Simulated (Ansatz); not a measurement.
`CO[SiH2]Br` + CH₃SH → `CO[SiH2]SC` + HBr at 700 K and 1 bar (ligand exchange at the Si–Br bond).

Calculated with Ansatz (gas phase, PBE0-D4/def2-TZVP geometries, no zero-point term in ΔE). CCSD(T)/CBS is the MP2 limit (def2-TZVPP, def2-QZVPP) plus CCSD(T) − MP2 in def2-TZVPP, frozen cores. This one scheme is used for every species. For Br outer-core shells are correlated without core-valence functions, which leaves a few kJ/mol of doubt a bond. Scalar relativity is left out up to krypton. Each species was taken in one conformer, which may not be the lowest.

| species | CCSD(T)/CBS energy (Eh) | H − E (kJ/mol) | S (J/(mol·K)) |
| --- | --- | --- | --- |
| `CO[SiH2]Br` | -2978.70869 | 226.3 | 438.3 |
| CH₃SH | -438.22835 | 160.2 | 309.0 |
| `CO[SiH2]SC` | -843.00374 | 350.5 | 515.4 |
| HBr | -2573.91920 | 36.5 | 223.7 |

H − E and S are ideal-gas, rigid-rotor, harmonic terms from PBE0-D4/def2-TZVP, for one conformer and one mirror image of each species. 1 Eh = 2625.50 kJ/mol, R = 8.31446 J/(mol·K).

Q: By hand: ΔE, ΔH, ΔS and ΔG.

A: ΔE = (-843.00374) + (-2573.91920) − (-2978.70869) − (-438.22835) = 0.01410 Eh = 37.0 kJ/mol. Δ(H − E) = 350.5 + 36.5 − 226.3 − 160.2 = 0.5, so ΔH = 37.5 kJ/mol. ΔS = 515.4 + 223.7 − 438.3 − 309.0 = -8.2 J/(mol·K). ΔG = 37.5 − 700 × (-8.2)/1000 = 43.2 kJ/mol.

Q: By hand: the equilibrium constant, and the temperature at which ΔG would vanish if ΔH and ΔS stayed fixed.

A: log₁₀ K = −ΔG/(RT ln 10) = -3.2. ΔH and −TΔS have one sign here, so there is no such temperature.

The number of gas molecules stays the same, so ΔS is small and ΔH decides. A doubt of 5 kJ/mol in ΔE shifts log₁₀ K by 0.4 here. Other conformers and mirror images would add mixing entropy, several J/(mol·K) or more a flexible species. Modes under 60 cm⁻¹, often nearly free rotors, make the harmonic entropy too high. These are equilibria of isolated gas molecules and say nothing of rates. Largest T1 diagnostic: 0.011 (customary marks: 0.02 for closed shells, 0.045 for open ones).

ΔS is within the doubt of such terms, so its sign, and with it that verdict, could turn.
